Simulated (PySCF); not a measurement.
Species: C₃H₅AlO₂.
Atom-mapped SMILES: `[CH:1]1=[CH:2][O:3][AlH2-:4][O+:5]=[CH:6]1` (hydrogens: H7 on C1; H8 on C2; H9, H10 on Al4; H11 on C6)

Computed with PySCF at PBE0/pcSseg-1 and CAM-B3LYP/def2-SVPD, non-relativistic, on one gas-phase PBE0-D3(BJ)/def2-SVP geometry that isn't relaxed in the solvent. The solvent is an IEF-PCM continuum (cavity from Bondi-type radii × 1.2). The model holds no explicit solvent molecules, cavitation or dispersion.

Gas phase at PBE0/pcSseg-1: HOMO -7.37 eV, LUMO -2.44 eV, dipole 4.29 D.

Q: What does the continuum do to the energy, the frontier levels and the dipole at PBE0/pcSseg-1 in tetrahydrofuran and dimethylsulfoxide?

A: 
```csv
solvent,ε,E(solvent) − E(gas) (kcal/mol),polarisation term (kcal/mol),distortion of the solute (kcal/mol),HOMO (eV),LUMO (eV),dipole (D)
tetrahydrofuran,7.426,-5.17,-5.92,0.75,-7.35,-2.15,5.22
dimethylsulfoxide,46.83,-6.27,-7.37,1.10,-7.35,-2.10,5.42
```

The first energy column is the sum of the next two and covers electrostatics alone. From tetrahydrofuran to dimethylsulfoxide the lowering changes by a factor 1.21, Onsager's factor (ε − 1)/(2ε + 1) by 1.19 and ε itself by 6.3.

Q: Which radius a makes the point-dipole formula ΔE = −[(ε − 1)/(2ε + 1)]·μ²/a³ give the value in dimethylsulfoxide, with the gas-phase dipole?

A: μ = 1.689 au and |ΔE| = 0.01000 Eh give a = 2.74 Å; the farthest nucleus lies 2.93 Å from the centroid of the nuclei, so such a sphere wouldn't even hold the nuclei. The formula assumes a rigid point dipole at the centre of a sphere.

Q: Which ESP-fitted charges (PBE0/pcSseg-1) respond most in dimethylsulfoxide (means over atoms taken as equivalent)?

A: 
| atoms | environment | gas (e) | solvent (e) | change |
| --- | --- | --- | --- | --- |
| Al4 | aluminium bonded to 2 O and 2 H | +0.923 | +0.992 | +0.069 |
| O3/O5 | oxygen bonded to Al and C | -0.509 | -0.556 | -0.047 |
| H9/H10 | Al–H hydrogen | -0.304 | -0.340 | -0.036 |
| C2/C6 | carbon bonded to C, O and H | +0.555 | +0.587 | +0.032 |
| H7 | vinylic hydrogen | +0.205 | +0.226 | +0.021 |
| H8/H11 | hydrogen on carbon | +0.044 | +0.058 | +0.014 |

Q: Which Mayer bond orders change most in dimethylsulfoxide?

A: 
```csv
bond,length (Å),gas,solvent,change
C2–O3,1.266,1.394,1.355,-0.039
O5–C6,1.266,1.394,1.355,-0.039
Al4–H9,1.587,0.891,0.855,-0.036
Al4–H10,1.587,0.890,0.855,-0.035
O3–Al4,1.872,0.485,0.507,+0.022
Al4–O5,1.872,0.485,0.507,+0.022
C1–C2,1.397,1.370,1.384,+0.014
C6–C1,1.398,1.370,1.384,+0.014
```

Gas phase at CAM-B3LYP/def2-SVPD: HOMO -8.66 eV, LUMO -1.43 eV, dipole 4.39 D.

Q: What does the continuum do to the energy, the frontier levels and the dipole at CAM-B3LYP/def2-SVPD in tetrahydrofuran and dimethylsulfoxide?

A: 
```
          solvent      ε  E(solvent) − E(gas) (kcal/mol)  polarisation term (kcal/mol)  distortion of the solute (kcal/mol)  HOMO (eV)  LUMO (eV)  dipole (D)
  tetrahydrofuran  7.426                           -5.22                         -6.06                                 0.84      -8.61      -1.11        5.40
dimethylsulfoxide  46.83                           -6.34                         -7.57                                 1.23      -8.59      -1.06        5.61
```

The atom shares or the degeneracy of the HOMO differ from the gas phase in tetrahydrofuran and dimethylsulfoxide, so that column needn't follow one orbital.

Q: How does the static polarisability (CAM-B3LYP/def2-SVPD, frozen core, with the continuum's full static response) change?

A: 
| medium | isotropic (au) | principal values (au) | ⟨r²⟩ of the electrons (bohr²) |
| --- | --- | --- | --- |
| gas | 68.5 | 52.4, 75.2, 77.9 | 614.2 |
| tetrahydrofuran | 87.6 | 66.8, 95.6, 100.5 | 614.2 |
| dimethylsulfoxide | 92.7 | 71.2, 99.5, 107.5 | 614.2 |

The isotropic value in dimethylsulfoxide is 1.35 times the gas-phase one; no cavity-field correction is applied. ⟨r²⟩ is taken about the centre of nuclear charge.

Rough CPU time on one thread of a shared machine: about 15 s. This is the whole shielding run at PBE0/pcSseg-1 in dimethylsulfoxide, SCF included.
